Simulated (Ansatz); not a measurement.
Input for Ansatz (a quantum-chemistry and plane-wave program): U-r2SCAN/def2-TZVPP on F (SMILES [F]).

Ansatz 0.2 input:
```yaml
crystal:
  periodic: [false, false, false]
  atoms:
    - {symbol: F, position_ang: [0.00000000, 0.00000000, 0.00000000]}
basis:
  gaussian:
    orbitals: def2-TZVPP
hamiltonian:
  xc: {name: r2SCAN}
magnetization: {spin_polarized: true, initial_magnetization: 1}
```

Question: Give the final energy of this run.

Answer: -99.7276 hartree.
